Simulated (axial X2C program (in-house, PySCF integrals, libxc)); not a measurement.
# Worked dissociation energy of RhC: CCSD, without spin–orbit coupling

Computed with an axial X2C code built on PySCF integrals. Spin-free means the one-electron spin-free X2C Hamiltonian. Basis: Rh dyall-cv3z [12s12p8d5f3g], C dyall-v3z [7s6p2d1f] (cores contracted in-house); Gaussian nuclei, density fitting, unrestricted open shells. Masses: Rh 102.906 u, C 12.000 u.

Molecular state: M_S = 1/2, Λ = 0 (beyond evenly filled blocks: σα).

Correlated methods: 13 electrons correlated (number of frozen shells: Rh 4 s, 3 p, 1 d; C 1 s), 255 virtual spin orbitals or spinors in MP2, 90 natural virtuals in coupled cluster.

- E(Rh) (2M_S = 3, M_L = 2): -4781.499199 hartree
- E(C) (2M_S = 2, M_L = 0): -37.797327 hartree
- E(RhC) at Re: -4819.492743 hartree
- ωe: 1145.2 cm⁻¹

(1) Work out De and D0.

The state is one determinant whose occupation by symmetry is held fixed; it was picked as the lowest of a PBE0 search that is not exhaustive. Dissociation energies refer to the lowest single-determinant-based atoms at the same level and basis. CCSD ran in a truncated set of natural virtual spinors with an MP2 remainder; without triples it tends to underbind.

Each atomic determinant is the lowest at this level and need not be a pure term. Totals compare only within one Hamiltonian and basis.

## Answers

(1) De = -4781.499199 + (-37.797327) − (-4819.492743) = 0.19622 hartree = 5.339 eV. The zero-point energy is ωe/2 = 573 cm⁻¹ = 0.071 eV, so D0 = 5.268 eV.
